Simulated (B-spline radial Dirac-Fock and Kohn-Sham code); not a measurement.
**Cr³⁺ 3d5/2: cross section and angular parameters**

System: the Cr³⁺ ion, 1s2 2s2 2p6 3s2 3p6 3d3; threshold 46.11 eV (orbital energy of the model). The computed values come from a B-spline atomic structure program: Dirac-Hartree-Slater photoionisation with a Latter tail; cross sections with all multipoles, angular parameters from the dipole term and its interference with E2.

For linearly polarised light dσ/dΩ = σ/(4π) [1 + β P₂(cos θ) + (δ + γ cos²θ) sin θ cos φ], with θ from the polarisation vector and φ the angle between the beam and the projection of the electron momentum on the plane normal to the polarisation.

```tsv
hν (eV)	σ (kb)	β	γ	δ
90	1690	0.820	0.010	0.014
100	1400	0.896	0.016	0.015
150	576	1.125	0.047	0.020
216	225	1.234	0.100	0.026
221	212	1.238	0.104	0.027
224	204	1.240	0.106	0.027
312	80.1	1.258	0.170	0.033
345	?	?	?	?
375	46.0	1.244	0.212	0.037
397	38.6	1.236	0.226	0.039
484	20.7	1.198	0.275	0.045
544	14.3	1.167	0.305	0.049
600	10.4	1.138	0.330	0.053
670	7.19	1.103	0.360	0.058
871	2.94	1.010	0.433	0.073
872	2.92	1.010	0.433	0.073
1253.6	0.800	0.867	0.529	0.101
1640	0.294	0.764	0.597	0.130
1710	0.251	0.748	0.607	0.135
2000	0.137	0.693	0.645	0.156
2570	0.0514	0.609	0.706	0.194
2790	0.0370	0.582	0.728	0.208
2984.4	0.0282	0.560	0.745	0.220
4000	0.00837	0.465	0.811	0.282
4310	0.00610	0.442	0.823	0.300
4810	0.00381	0.410	0.836	0.328
5414.7	0.00229	0.379	0.843	0.359
11200	9.60e-05	0.276	0.928	0.597
12600	5.66e-05	0.252	0.946	0.650
```

Problem. Give the values at 345 eV.

Solution. σ = 59.3 kb, β = 1.252, γ = 0.193, δ = 0.035.
